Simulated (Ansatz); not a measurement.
`[CH3][SnH]([OH])[Cl]` + H₂O → `[OH][SnH]([OH])[Cl]` + CH₄ at 700 K and 1 bar (formal hydrolysis of the Sn–C bond).

Program: Ansatz. Geometries: PBE0-D4/def2-TZVP. ΔE: electronic, gas phase. CBS: MP2 limit from def2 TZ/QZ plus the TZ coupled-cluster correction, frozen cores. This one scheme is used for every species. def2 core potentials past Kr. For Sn outer-core shells are correlated without core-valence functions, which leaves a few kJ/mol of doubt a bond. Each species was taken in one conformer, which may not be the lowest.

```json
{"species": "`[CH3][SnH]([OH])[Cl]`", "CCSD(T)/CBS energy (Eh)": "-790.11028", "H − E (kJ/mol)": "225.7", "S (J/(mol·K))": "481.1"}
{"species": "H₂O", "CCSD(T)/CBS energy (Eh)": "-76.37941", "H − E (kJ/mol)": "80.5", "S (J/(mol·K))": "218.4"}
{"species": "`[OH][SnH]([OH])[Cl]`", "CCSD(T)/CBS energy (Eh)": "-826.04070", "H − E (kJ/mol)": "158.4", "S (J/(mol·K))": "453.5"}
{"species": "CH₄", "CCSD(T)/CBS energy (Eh)": "-40.46206", "H − E (kJ/mol)": "145.9", "S (J/(mol·K))": "224.0"}
```

H − E and S are ideal-gas, rigid-rotor, harmonic terms from PBE0-D4/def2-TZVP, for one conformer and one mirror image of each species. 1 Eh = 2625.50 kJ/mol, R = 8.31446 J/(mol·K).

Q: By hand: ΔE, ΔH, ΔS and ΔG.

A: ΔE = (-826.04070) + (-40.46206) − (-790.11028) − (-76.37941) = -0.01307 Eh = -34.3 kJ/mol. Δ(H − E) = 158.4 + 145.9 − 225.7 − 80.5 = -1.9, so ΔH = -36.2 kJ/mol. ΔS = 453.5 + 224.0 − 481.1 − 218.4 = -22.0 J/(mol·K). ΔG = -36.2 − 700 × (-22.0)/1000 = -20.8 kJ/mol.

Q: By hand: the equilibrium constant, and the temperature at which ΔG would vanish if ΔH and ΔS stayed fixed.

A: log₁₀ K = −ΔG/(RT ln 10) = 1.6. ΔG = 0 at ΔH/ΔS = 1645 K.

TΔS isn't small against ΔH here. A doubt of 5 kJ/mol in ΔE shifts log₁₀ K by 0.4 here. Other conformers and mirror images would add mixing entropy, several J/(mol·K) or more a flexible species. Modes under 60 cm⁻¹, often nearly free rotors, make the harmonic entropy too high. These are equilibria of isolated gas molecules and say nothing of rates. Largest T1 diagnostic: 0.013 (customary marks: 0.02 for closed shells, 0.045 for open ones).
